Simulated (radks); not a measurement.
Results of a calculation; reference values are marked as such.
The nuclear charge of the chromium ion Cr2+ is varied continuously with 22 electrons held in [Ar] 3d4. Code: a radial shooting solver on a logarithmic mesh with Libxc functionals. Model: scalar-relativistic Kohn-Sham, r2SCAN, spin-polarised, spherical densities, finite nucleus; open shells are filled with parallel spins first; meta-GGA in the generalised Kohn-Sham scheme; Fermi nuclear charge, rms radius 3.6452 fm. By the Hellmann-Feynman theorem dE/dZ = E(electron-nucleus)/Z, the electronic potential at the nucleus (averaged over a nucleus of fixed radius). The scalar-relativistic energy here is not variational (the density holds large components alone), so the two differ by a part that grows with Z.

Z      E (hartree)  E(electron-nucleus)/Z (hartree)  HOMO  e(HOMO) (eV)  <r> HOMO (bohr)
23.5    -998.85491                         -100.925    3d       -16.459            1.326
23.75  -1024.27790                         -102.321    3d       -20.241            1.258
24     -1050.05033                         -103.715    3d       -24.307            1.200
24.25  -1076.17173                         -105.107    3d       -28.644            1.149
24.5   -1102.64173                         -106.498    3d       -33.238            1.104
24.75  -1129.46009                         -107.889    3d       -38.081            1.064
25     -1156.62664                         -109.278    3d       -43.165            1.027

The central difference of E at Z = 24 is -103.788 hartree, to compare with the third column; the second derivative is -5.58 hartree.
